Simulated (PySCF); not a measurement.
H4BFO2Si (SMILES OB(O)[SiH2]F), singlet, geometry from GFN2-xTB; PySCF with DF-PBE/cc-pVQZ.

The PySCF input:
```python
from pyscf import gto, scf, dft

mol = gto.M(
    atom='''
Si   -1.12296787   -0.11751504   -0.11884325
F    -1.34641195    1.47958749    0.11874252
B     0.83566603   -0.39874629    0.01039385
O     1.46206360   -1.59760026   -0.10850121
O     1.68679180    0.63026003    0.23238238
H    -1.77740660   -0.34567376   -1.40957470
H    -1.98429809   -0.72044528    0.90139904
H     0.92900269   -2.37338390   -0.26562292
H     1.30278637    1.50087924    0.32590257
''',
    basis='cc-pvqz',
    verbose=4,
    max_memory=1800,
)

mf = dft.RKS(mol)
mf.xc = 'pbe'
mf = mf.density_fit(auxbasis='def2-universal-jkfit')
mf.kernel()
```

It wrote (shortened):

```
PySCF version 2.14.0

[INPUT] verbose = 4
[INPUT] num. atoms = 9
[INPUT] num. electrons = 48
[INPUT] charge = 0
[INPUT] spin (= nelec alpha-beta = 2S) = 0
[INPUT] symmetry False subgroup None
[INPUT] Mole.unit = angstrom
[INPUT] Symbol           X                Y                Z      unit          X                Y                Z       unit  Magmom
[INPUT]  1 Si    -1.122967870000  -0.117515040000  -0.118843250000 AA   -2.122101720986  -0.222071241117  -0.224581194253 Bohr   0.0
[INPUT]  2 F     -1.346411950000   1.479587490000   0.118742520000 AA   -2.544349836342   2.796015133433   0.224390842141 Bohr   0.0
[INPUT]  3 B      0.835666030000  -0.398746290000   0.010393850000 AA    1.579179928303  -0.753521281286   0.019641529880 Bohr   0.0
[INPUT]  4 O      1.462063600000  -1.597600260000  -0.108501210000 AA    2.762899780696  -3.019026947934  -0.205037571084 Bohr   0.0
[INPUT]  5 O      1.686791800000   0.630260030000   0.232382380000 AA    3.187574531162   1.191018843960   0.439139054375 Bohr   0.0
[INPUT]  6 H     -1.777406600000  -0.345673760000  -1.409574700000 AA   -3.358811685994  -0.653228734849  -2.663710135116 Bohr   0.0
[INPUT]  7 H     -1.984298090000  -0.720445280000   0.901399040000 AA   -3.749779939598  -1.361444266936   1.703397314546 Bohr   0.0
[INPUT]  8 H      0.929002690000  -2.373383900000  -0.265622920000 AA    1.755560653084  -4.485045559452  -0.501954571207 Bohr   0.0
[INPUT]  9 H      1.302786370000   1.500879240000   0.325902570000 AA    2.461909438116   2.836250709645   0.615866600592 Bohr   0.0

nuclear repulsion = 218.570769075174
number of shells = 110
number of NR pGTOs = 487
number of NR cGTOs = 399
basis = cc-pvqz
ecp = {}

******** <class 'pyscf.df.df_jk.DFRKS'> ********
method = DFRKS
initial guess = minao
damping factor = 0
level_shift factor = 0
DIIS = <class 'pyscf.scf.diis.CDIIS'>
diis_start_cycle = 1
diis_space = 8
diis_damp = 0
SCF conv_tol = 1e-09
SCF conv_tol_grad = None
SCF max_cycles = 50
direct_scf = False
XC library pyscf.dft.libxc version 7.1.2
    S. Lehtola, C. Steigemann, M. J. T. Oliveira, and M. A. L. Marques,  SoftwareX 7, 1–5 (2018)
XC functionals = pbe
    J. P. Perdew, K. Burke, and M. Ernzerhof,  Phys. Rev. Lett. 77, 3865 (1996)
    J. P. Perdew, K. Burke, and M. Ernzerhof,  Phys. Rev. Lett. 78, 1396 (1997)
    J. P. Perdew, K. Burke, and M. Ernzerhof,  Phys. Rev. Lett. 77, 3865 (1996)
    J. P. Perdew, K. Burke, and M. Ernzerhof,  Phys. Rev. Lett. 78, 1396 (1997)
radial grids:
    Treutler-Ahlrichs [JCP 102, 346 (1995); DOI:10.1063/1.469408] (M4) radial grids

becke partition: Becke, JCP 88, 2547 (1988); DOI:10.1063/1.454033
pruning grids: <function nwchem_prune>
grids dens level: 3
symmetrized grids: False
atomic radii adjust function: <function treutler_atomic_radii_adjust>
small_rho_cutoff = 0
Set gradient conv threshold to 3.16228e-05
Initial guess from minao.
tot grids = 114888
init E= -567.244761738835
  HOMO = -0.32946755455709  LUMO = -0.107795295691834  gap/eV = 6.03201
cycle= 1 E= -566.656851177445  delta_E= 0.588  |g|= 1.19  |ddm|= 2.91
  HOMO = -0.103976017535828  LUMO = -0.0443554230055023  gap/eV = 1.62236
cycle= 2 E= -565.490198222386  delta_E= 1.17  |g|= 2.75  |ddm|=  3.5
  HOMO = -0.24247899043167  LUMO = -0.0431420149105784  gap/eV = 5.42424
cycle= 3 E= -566.888088291683  delta_E= -1.4  |g|= 0.166  |ddm|= 2.99
  HOMO = -0.264889464237308  LUMO = -0.0628800535272588  gap/eV = 5.49696
cycle= 4 E= -566.891183812995  delta_E= -0.0031  |g|= 0.154  |ddm|= 0.228
  HOMO = -0.259904622293858  LUMO = -0.058861091153587  gap/eV = 5.47067
cycle= 5 E= -566.895246057731  delta_E= -0.00406  |g|= 0.0518  |ddm|= 0.102
  HOMO = -0.256638449676237  LUMO = -0.0561287889840006  gap/eV = 5.45615
cycle= 6 E= -566.895740318497  delta_E= -0.000494  |g|= 0.0118  |ddm|= 0.0381
  HOMO = -0.2571739361217  LUMO = -0.0560212033905353  gap/eV = 5.47364
cycle= 7 E= -566.89577075303  delta_E= -3.04e-05  |g|= 0.00361  |ddm|= 0.0119
  HOMO = -0.257278176284275  LUMO = -0.056132349846191  gap/eV = 5.47346
cycle= 8 E= -566.895773148343  delta_E= -2.4e-06  |g|= 0.0015  |ddm|= 0.00263
  HOMO = -0.257255307959652  LUMO = -0.0561514566581157  gap/eV = 5.47231
cycle= 9 E= -566.895773489696  delta_E= -3.41e-07  |g|= 0.000372  |ddm|= 0.00121
  HOMO = -0.257278411671143  LUMO = -0.0561478117709664  gap/eV = 5.47304
cycle= 10 E= -566.895773521492  delta_E= -3.18e-08  |g|= 5.11e-05  |ddm|= 0.000459
  HOMO = -0.25727659924667  LUMO = -0.0561472501813916  gap/eV = 5.47301
cycle= 11 E= -566.895773522049  delta_E= -5.57e-10  |g|= 1.29e-05  |ddm|= 5.93e-05
  HOMO = -0.257273652716348  LUMO = -0.0561454564023484  gap/eV = 5.47298
Extra cycle  E= -566.89577352203  delta_E= 1.91e-11  |g|= 1.86e-05  |ddm|= 2.75e-05
converged SCF energy = -566.89577352203
```
